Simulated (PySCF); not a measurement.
# SbH: energy against distance

Set-up: Sb aug-cc-pVDZ-PP with ECP28, H aug-cc-pVDZ; scalar-relativistic core potentials (PySCF 2.14). Energies in eV from Sb + H in their ground configurations at the same level. State: ³Σ⁻ (triplet), unpaired electrons π ↑↑.

| R (Å) | UHF-CCSD | LC-ωPBE |
| --- | --- | --- |
| 1.484 |  | -1.983 |
| 1.552 | -2.099 | -2.273 |
| 1.621 | -2.269 | -2.431 |
| 1.673 | -2.331 | -2.483 |
| 1.725 | -2.349 | -2.489 |
| 1.777 | -2.332 | -2.458 |
| 1.846 | -2.266 | -2.371 |
| 1.932 | -2.134 | -2.209 |
| 2.035 | -1.930 | -1.961 |
| 2.174 |  | -1.582 |

**Question.** Put a parabola through the three lowest points of the UHF-CCSD curve and estimate Re, k and ωe (reduced mass 0.9995 u; 1 eV/Å² = 0.16022 mdyn/Å; ωe = 1302.8·√(k/μ) cm⁻¹).

**Answer.** Through R = 1.673, 1.725, 1.777 Å the second-order coefficient is 6.47 eV/Å², so Re ≈ 1.726 Å, k ≈ 2.07 mdyn/Å and ωe ≈ 1877 cm⁻¹. A polynomial fit of higher order to the unrounded UHF-CCSD energies gives Re = 1.723 Å, k = 2.12 mdyn/Å, ωe = 1898 cm⁻¹; anharmonicity and rounding make the difference.

The higher-order fit for each curve: UHF-CCSD: Re = 1.723 Å, ωe = 1898 cm⁻¹, De = 2.35 eV; LC-ωPBE: Re = 1.706 Å, ωe = 2010 cm⁻¹, De = 2.49 eV.

Correlated steps freeze 4 core orbitals. Correlated levels converge slowly with the basis: in double zeta they bind strong bonds too weakly, by up to about 1 eV, and carry superposition errors of some tenths. Spin–orbit coupling is left out, which matters for elements this heavy, above all for dissociation energies. The state was picked by a PBE0 search and need not be the measured ground state.
